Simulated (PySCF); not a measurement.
## Ba(28+): ionisation energy

Ba(28+) [Ar] 3d10 (1S) → Ba(29+) [Ar] 3d9 (2D), as a difference of total energies. All numbers are calculated (PySCF 2.14, the spin-free X2C one-electron Hamiltonian (Gaussian nucleus), in an uncontracted even-tempered set (19 s from 3.9 bohr⁻², ratio 2.5; 13 p from 5 bohr⁻², ratio 2.5; 8 d from 5 bohr⁻², ratio 2.5; 4 f from 24 bohr⁻², ratio 2.7; 3 g from 36 bohr⁻², ratio 2.7)). Correlated levels: outer shells: [Ne] frozen; virtual orbitals above 40 to 60 times the deepest correlated orbital energy dropped. The calculations carry no spin-orbit coupling.

```tsv
method	ionisation energy (eV)
UHF	1702.2
LDA	1701.7
PBE	1700.9
PBE0	1701.8
r2SCAN	1702.1
BP86	1701.1
r2SCANh	1702.3
MP2 (outer shells)	1703.9
SCS-MP2 (outer shells)	1703.6
```

A first-order spin-orbit estimate (lowest level to lowest level, LS coupling) adds -6.550 eV.

Breit and QED terms and the two-electron picture change are absent.

For comparison: 1695 ± 4 eV (theoretical estimate listed by NIST; NIST Atomic Spectra Database, ionization energies).
